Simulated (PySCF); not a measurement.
F2H2Sn. Atoms are numbered in the order given.

```xyz
5

Sn     0.0000     0.0000     0.2835
F      1.5097     0.0000    -0.9077
F     -1.5097     0.0000    -0.9077
H      0.0000     1.4975     1.0806
H      0.0000    -1.4975     1.0806
```

The structure is a stationary point at B3LYP-D3(BJ)/def2-TZVP. The def2 effective core potentials stand for the cores of Sn; spin–orbit coupling is left out.

Calculation: r2SCAN/def2-TZVPD (PySCF).

Mulliken values depend strongly on the basis, most of all with diffuse functions as here. ESP charges are fitted to the potential on shells at 1.4 to 2.0 van der Waals radii. Atomic charges (e):

```csv
atom,ESP fit,Mulliken
Sn1,?,1.11
F2,?,-0.54
F3,?,-0.54
H4,?,-0.01
H5,?,-0.01
```

Problem. Complete the blanks. (An estimate is asked for; the answer gives what the named calculation found.)

Solution. 
- Sn1, ESP fit: 0.77
- F2, ESP fit: -0.34
- F3, ESP fit: -0.34
- H4, ESP fit: -0.04
- H5, ESP fit: -0.04
